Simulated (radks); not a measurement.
The numbers below are computed, except where a source is named.
Excited configurations of neutral rubidium: one electron is placed in a higher orbital outside [Kr]. The ground configuration is [Kr] 5s1. Code: a radial shooting solver on a logarithmic mesh with Libxc functionals. Model: Dirac Kohn-Sham, BLYP, spin-unpolarised, spherical densities, finite nucleus; open shells fill j = l - 1/2 first; Fermi nuclear charge, rms radius 4.2036 fm. Excitation = E - E(ground); binding = E(ion) - E, where the ion is the core of charge +1; n* = 1/sqrt(2 binding) in atomic units, and the quantum defect is n - n*.

| outer orbital | excitation (eV) | binding (eV) | quantum defect | eigenvalue (eV) | <r> (bohr) |
|---|---|---|---|---|---|
| 4d3/2 | 2.310 | 1.884 | 1.313 | -0.490 | 7.751 |
| 5d3/2 | 2.943 | 1.250 | 1.701 | -0.578 | 13.89 |
| 6s1/2 | 2.311 | 1.882 | 3.311 | -1.056 | 11.27 |
| 7d3/2 | 3.590 | 0.603 | 2.252 | -0.344 | 33.41 |

The Delta-SCF ionisation energy is 4.193 eV (NIST Atomic Spectra Database: 4.177 eV, measured). Self-interaction in the functional shifts the binding energies and quantum defects, so they are the method's values and not measured ones. Spin polarisation and multiplet splitting are left out, so open shells lie too high by an amount that depends on their filling.

Beside tabulated values, note that spin-unpolarised runs miss the spin-polarisation part of the exchange energy of open shells.
